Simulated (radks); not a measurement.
The phosphorus anion P- inside a hard spherical wall (all orbitals vanish at R), configuration held at [Ne] 3s2 3p4 and not refilled when levels cross. Method: non-relativistic Kohn-Sham, r2SCAN, spin-unpolarised, spherical densities, point nucleus; meta-GGA in the generalised Kohn-Sham scheme; computed with a radial shooting solver on a logarithmic mesh with Libxc functionals. Eigenvalues in eV, with the zero of energy where the potential of the charges vanishes at infinity; a dash marks a level that is unbound or too diffuse for the functional's potential to be trusted. A positive occupied level is held by the wall or, in an anion where self-interaction has pushed it up, behind a barrier. The pressure on the wall is -dE/dV.

R (bohr)  E (hartree)  kinetic (hartree)    e(2s)    e(2p)   e(3s)   e(3p)  e(4s, empty)  e(4p, empty)  pressure (GPa)
10         -341.23237            340.765  -169.51  -118.98  -6.912   1.307         4.949         6.579          0.0425
8          -341.22381            340.806  -168.95  -118.41  -6.467   1.736         6.990         9.703           0.320
7          -341.20986            340.871  -168.29  -117.75  -5.979   2.232         8.992        12.522            1.03
6          -341.17351            341.032  -166.99  -116.45  -5.083   3.195        12.580        17.191            3.80
5          -341.06688            341.474  -164.28  -113.72  -3.287   5.237        19.750        25.792            17.0
3          -339.23518            347.349  -143.56  -92.815  12.509  23.827        80.275        90.051             755
2.5        -336.97468            353.426  -129.46  -78.503  27.352  40.632        132.19        141.81            2560
2          -331.24149            367.331  -106.05  -54.570  61.597  77.436        239.85        245.07           10800
1.5        -313.80483            405.554  -62.745   -9.212  159.89  175.00        504.73        487.61           64300
